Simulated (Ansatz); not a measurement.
Species: C₄H₇NSi, SMILES `N#C/C=C/C[SiH3]` (charge 0, multiplicity 1).

Give a relaxed geometry from B3LYP-D3(BJ)/def2-TZVP run with Ansatz (an electronic-structure program).

One answer among several that fit: the end point of this relaxation, one of several conformers (outside a Z-matrix the atoms follow the SMILES, hydrogens last).
Bonds (Å): N1–C2 1.153, C2–C3 1.421, C3–C4 1.338, C3–H7 1.084, C4–C5 1.483, C4–H8 1.085, C5–Si6 1.901, C5–H9 1.092, C5–H10 1.094, Si6–H11 1.481, Si6–H12 1.480, Si6–H13 1.481. Angles (°): N1–C2–C3 179.0, C2–C3–C4 122.7, C2–C3–H7 116.2, C4–C3–H7 121.1, C3–C4–C5 124.9, C3–C4–H8 118.3, C5–C4–H8 116.8, C4–C5–Si6 111.5, C4–C5–H9 111.4, C4–C5–H10 110.6, Si6–C5–H9 108.1, Si6–C5–H10 107.2, H9–C5–H10 107.9, C5–Si6–H11 109.2, C5–Si6–H12 109.3, C5–Si6–H13 109.5, H11–Si6–H12 109.8, H11–Si6–H13 109.5, H12–Si6–H13 109.5.
